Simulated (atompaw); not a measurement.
**An all-electron radial function and its pseudo partner (germanium)**

Columns: radius, all-electron u(r) and pseudo u(r) of the 4s shell (level -11.99 eV) of germanium in the configuration [Ar] 3d10 4s1.75 4p2.25; PBEsol, scalar-relativistic, PAW (atompaw) scheme, atompaw 4.2.0.5.

| r (bohr) | all-electron | pseudo |
| --- | --- | --- |
| 0.094 | 0.1391 | 0.0734 |
| 0.188 | 0.1616 | 0.1462 |
| 0.283 | -0.0945 | 0.2183 |
| 0.377 | -0.2917 | 0.2875 |
| 0.471 | -0.3498 | 0.3541 |
| 0.565 | -0.2951 | 0.4173 |
| 0.660 | -0.1727 | 0.4772 |
| 0.754 | -0.0233 | 0.5321 |
| 0.848 | 0.1295 | 0.5821 |
| 0.942 | 0.2719 | 0.6268 |
| 1.037 | 0.3980 | 0.6664 |
| 1.131 | 0.5022 | 0.6996 |
| 1.225 | 0.5862 | 0.7269 |
| 1.319 | 0.6511 | 0.7482 |
| 1.413 | 0.6987 | 0.7634 |
| 1.508 | 0.7316 | 0.7727 |
| 1.602 | 0.7511 | 0.7761 |
| 1.696 | 0.7597 | 0.7740 |
| 1.790 | 0.7592 | 0.7668 |
| 1.885 | 0.7511 | 0.7547 |
| 1.979 | 0.7370 | 0.7386 |
| 2.073 | 0.7182 | 0.7187 |
| 2.167 | 0.6956 | 0.6958 |
| 2.262 | 0.6701 | 0.6701 |
| 2.356 | 0.6428 | 0.6428 |
| 2.450 | 0.6143 | 0.6143 |

Task: How many radial nodes do the two functions have?

Result: The all-electron 4s function has n − l − 1 = 3 (the table is too coarse to show those close to the nucleus); the pseudo-wave has 0, since the states of the same l below it are removed with the core.

Task: Is the pseudo-wave norm-conserving?

Result: No, it belongs to a PAW set: the norm inside the radius is not constrained, and the difference is carried by the augmentation charge.
